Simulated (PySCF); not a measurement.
Species: C₂H₅FO₃S.
SMILES: `CS(=O)(=O)OCF`

The closed-shell SCF was solved with PySCF and density fitting under several settings on one GFN2-xTB geometry (grid level 2 and gas phase unless stated).

```
      settings  basis functions  SCF cycles     E (Eh)  HOMO (eV)  LUMO (eV)  dipole (D)
 PBE0/pcSseg-1              151          14  -802.2407      -9.31       0.92        2.75
PBE0/def2-SVPD              199          14  -801.9026      -9.47       0.32        2.80
```

Q: Estimate the row for these settings: PBE/def2-TZVP, grid level 3.

A: 
| settings | basis functions | SCF cycles | E (Eh) | HOMO (eV) | LUMO (eV) | dipole (D) |
| --- | --- | --- | --- | --- | --- | --- |
| PBE/def2-TZVP, grid level 3 | 253 | 17 | -802.5080 | -7.73 | -0.20 | 2.57 |

Q: Over all rows, what range does the HOMO–LUMO gap span?

A: From 7.53 eV (PBE/def2-TZVP, grid level 3) to 10.23 eV (PBE0/pcSseg-1). The functional of the narrowest has no exact exchange, that of the widest 25 % exact exchange.

Q: Compare two rows with the functional PBE0: PBE0/pcSseg-1 and PBE0/def2-SVPD. Which energy is lower, and by how much?

A: PBE0/pcSseg-1 (151 functions) lies 0.3381 Eh or 212 kcal/mol below PBE0/def2-SVPD (199 functions). The smaller set gives the lower energy; the two sets aren't nested, so the variational bound doesn't order them by size.

Whole jobs, the steps after the SCF included, on one thread, Intel Xeon 6975P-C (x86_64) (shared host):

```tsv
settings	work after the SCF	wall time	peak memory
PBE0/pcSseg-1	shieldings, charges and field gradients	12 s	0.72 GiB
PBE0/def2-SVPD	6 singlets by full TDDFT, 2 Tamm–Dancoff triplets, polarisability	21 s	0.78 GiB
PBE/def2-TZVP, grid level 3	shieldings	39 s	0.79 GiB
```

Cycle counts include a coarse-grid stage where the run had one.

Shape of the structure used: `[CH3:1][S:2](=[O:3])(=[O:4])[O:5][CH2:6][F:7]`: C1–S2–O5–C6 86°, S2–O5–C6–F7 -78°.

One conformer stands for the species.
